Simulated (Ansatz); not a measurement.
Molecular dynamics of Cl$_{2}$HOSi

The input (input.yaml):

```yaml
crystal:
  periodic: [false, false, false]
  atoms:
    - { symbol: O, position_ang: [-0.503191, -0.362386, 1.53292] }
    - { symbol: Si, position_ang: [-0.05911, 0.064494, -0.115007] }
    - { symbol: Cl, position_ang: [-0.836984, 2.165012, -0.197157] }
    - { symbol: Cl, position_ang: [-1.012888, -1.116705, -1.557822] }
    - { symbol: H, position_ang: [1.255779, 0.08188, -0.62277] }
magnetization:
  spin_polarized: true
  initial_magnetization: 1
basis:
  gaussian: { orbitals: STO-3G }
hamiltonian:
  xc: b3lyp
md:
  timestep: 1.0
  n_steps: 266
  ensemble: nvt_nose_hoover
  temperature: 500.0
  initial_velocities: maxwell_boltzmann
  seed: 225737
  temperature_schedule:
    - { n_steps: 66, end_temperature: 500.0 }
    - { n_steps: 200, end_temperature: 1500.0 }
```

Launched with:

```bash
$ ansatz run input.yaml --threads 1 --pin off --max-ram 2048MiB --backend cpu --events-out ev --progress --plain --runs-dir out
```

It goes on from the last frame of an earlier run, with new velocities.

Output, in part (step lines, the closing report, with atoms numbered from 0):

```
md step     0: t =     0.00 fs  T =   500.0 K (target 500.0 K)  F+E_penalty+E_count = -34594.22783036 eV  E_kin = 0.193890 eV  conserved = -34594.03394036 eV  (123 SCF iters)
md step     1: t =     1.00 fs  T =   567.5 K (target 500.0 K)  F+E_penalty+E_count = -34594.25527104 eV  E_kin = 0.220052 eV  conserved = -34594.03521820 eV  (84 SCF iters)
md step     2: t =     2.00 fs  T =   611.3 K (target 500.0 K)  F+E_penalty+E_count = -34594.27272248 eV  E_kin = 0.237069 eV  conserved = -34594.03564622 eV  (80 SCF iters)
md step     3: t =     3.00 fs  T =   613.5 K (target 500.0 K)  F+E_penalty+E_count = -34594.27299106 eV  E_kin = 0.237917 eV  conserved = -34594.03504997 eV  (47 SCF iters)
md step     4: t =     4.00 fs  T =   593.8 K (target 500.0 K)  F+E_penalty+E_count = -34594.26442589 eV  E_kin = 0.230258 eV  conserved = -34594.03411644 eV  (83 SCF iters)
md step     5: t =     5.00 fs  T =   586.9 K (target 500.0 K)  F+E_penalty+E_count = -34594.26118023 eV  E_kin = 0.227573 eV  conserved = -34594.03352017 eV  (82 SCF iters)
md step     6: t =     6.00 fs  T =   616.0 K (target 500.0 K)  F+E_penalty+E_count = -34594.27258334 eV  E_kin = 0.238876 eV  conserved = -34594.03357556 eV  (72 SCF iters)
md step     7: t =     7.00 fs  T =   679.4 K (target 500.0 K)  F+E_penalty+E_count = -34594.29786325 eV  E_kin = 0.263454 eV  conserved = -34594.03421801 eV  (87 SCF iters)
[... lines left out ...]
md step   263: t =   263.00 fs  T =   351.5 K (target 1482.5 K)  F+E_penalty+E_count = -34594.42603423 eV  E_kin = 0.136297 eV  conserved = -34594.03578806 eV  (61 SCF iters)
md step   264: t =   264.00 fs  T =   282.9 K (target 1487.5 K)  F+E_penalty+E_count = -34594.39866278 eV  E_kin = 0.109717 eV  conserved = -34594.03501959 eV  (73 SCF iters)
md step   265: t =   265.00 fs  T =   237.4 K (target 1492.5 K)  F+E_penalty+E_count = -34594.38063754 eV  E_kin = 0.092059 eV  conserved = -34594.03468798 eV  (57 SCF iters)
md step   266: t =   266.00 fs  T =   226.9 K (target 1497.5 K)  F+E_penalty+E_count = -34594.37692732 eV  E_kin = 0.087989 eV  conserved = -34594.03509490 eV  (46 SCF iters)
Total energy: -34594.37707955 eV, -1271.3199087626 hartree
Atom 0 at    -0.458031    -0.596353     1.457374 Å, force    -0.044567    -0.408127     1.262047 eV/Å
Atom 1 at    -0.066128     0.092949    -0.022839 Å, force    -1.175934     2.301187    -1.519612 eV/Å
Atom 2 at    -0.843473     2.146256    -0.293576 Å, force     0.515657    -1.387866     0.405730 eV/Å
Atom 3 at    -1.022769    -1.017849    -1.507748 Å, force    -0.237013    -0.384305    -0.360497 eV/Å
Atom 4 at     1.310239     0.185586    -0.361792 Å, force     0.941857    -0.120889     0.212332 eV/Å
Dipole moment:     0.496568    -0.258591     0.353387 e Å
```

The steps, from the saved trajectory:

| time (fs) | T (K) | potential energy less start (eV) | conserved less start (meV/atom) |
| --- | --- | --- | --- |
| 0.0 | 500 | 0.000 | 0.00 |
| 8.0 | 753 | -0.099 | -0.21 |
| 16.0 | 920 | -0.167 | -0.26 |
| 24.0 | 222 | 0.103 | 0.33 |
| 32.0 | 915 | -0.171 | -0.12 |
| 40.0 | 753 | -0.119 | -0.31 |
| 48.0 | 475 | -0.015 | -0.08 |
| 56.0 | 783 | -0.144 | -0.04 |
| 64.0 | 439 | -0.020 | -0.03 |
| 72.0 | 810 | -0.176 | -0.45 |
| 80.0 | 343 | -0.005 | -0.04 |
| 88.0 | 689 | -0.148 | -0.03 |
| 96.0 | 643 | -0.148 | -0.23 |
| 104.0 | 447 | -0.082 | -0.32 |
| 112.0 | 685 | -0.188 | -0.31 |
| 120.0 | 518 | -0.135 | -0.06 |
| 128.0 | 615 | -0.189 | -0.42 |
| 136.0 | 236 | -0.050 | -0.30 |
| 144.0 | 732 | -0.252 | -0.26 |
| 152.0 | 435 | -0.152 | -0.13 |
| 160.0 | 358 | -0.130 | -0.37 |
| 168.0 | 482 | -0.187 | -0.34 |
| 176.0 | 431 | -0.175 | -0.13 |
| 184.0 | 488 | -0.208 | -0.30 |
| 192.0 | 151 | -0.083 | -0.33 |
| 200.0 | 584 | -0.256 | -0.42 |
| 208.0 | 472 | -0.221 | -0.21 |
| 216.0 | 300 | -0.160 | -0.32 |
| 224.0 | 472 | -0.233 | -0.50 |
| 232.0 | 404 | -0.210 | -0.26 |
| 240.0 | 407 | -0.216 | -0.28 |
| 248.0 | 181 | -0.130 | -0.30 |
| 256.0 | 537 | -0.270 | -0.48 |
| 264.0 | 283 | -0.171 | -0.22 |

All steps were run. The conserved energy stayed within 0.56 meV per atom of its start (net change -0.23 meV per atom), so the integration is sound. The schedule's set-point averaged 1168 K over the second half and the system 413 K, so it lags behind the ramp. A run of 0.27 ps of so small a system gives no equilibrium averages. Limits of this set-up: minimal basis.

The same pairs are bonded in the first frame and the last. Pairs count as bonded within 1.25 times the sum of covalent radii (0.12 Å more for H–H).

Last frame:

```xyz
5
Properties=species:S:1:pos:R:3
O -0.458 -0.596 1.457
Si -0.066 0.093 -0.023
Cl -0.844 2.146 -0.294
Cl -1.023 -1.018 -1.508
H 1.310 0.186 -0.362
```

Time of the run: 10 min on 1 thread of Arm Neoverse V2, on a shared host, peak memory 0.13 GiB.
